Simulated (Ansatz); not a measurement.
C₂H₅AlBClO, relaxed with RKS PBE-D4/def2-SVP in Ansatz from a rough embedded geometry. The force threshold is 0.03 eV/Å; the program also tests the step.

Charge 0, multiplicity 1. The bonds changed during the relaxation, so this is another structure than the one it started from.

Start:

```xyz
11

C     0.824   -1.139   -0.679
C    -0.441   -0.264   -0.451
Cl   -1.933   -1.081   -0.875
B    -0.396    1.171   -1.066
Al   -0.557    0.825    1.064
O    -0.749    1.218    2.855
H     0.885   -1.460   -1.688
H     1.706   -0.550   -0.367
H     0.737   -1.966    0.018
H    -0.264    1.982   -1.980
H     0.188    1.265    3.169
```

Problem. By how much does the energy fall, and how many steps does the optimiser take? (Best estimate.)

Solution. Computed: 55.69 kcal/mol, in 26 steps, 2 of them rejected.

Problem. Which bonds change most? (An estimate is asked.)

Solution. The calculation gave: Al5–O6 from 1.844 to 1.684 Å; B4–Al5 from 2.163 to 2.021 Å; C2–B4 from 1.562 to 1.465 Å; C1–H7 from 1.061 to 1.112 Å.

Problem. Give the relaxed structure. (Estimate.)

Solution. Ansatz gave: 
```xyz
11

C     0.450   -1.233   -0.337
C    -0.391   -0.277   -1.139
Cl   -0.664   -0.938   -2.771
B    -0.985    1.024   -0.822
Al   -0.287    1.290    1.055
O     0.373    1.354    2.603
H     1.436   -1.420   -0.816
H     0.658   -0.856    0.699
H    -0.048   -2.220   -0.217
H    -1.667    1.801   -1.448
H     1.126    1.476    3.193
```
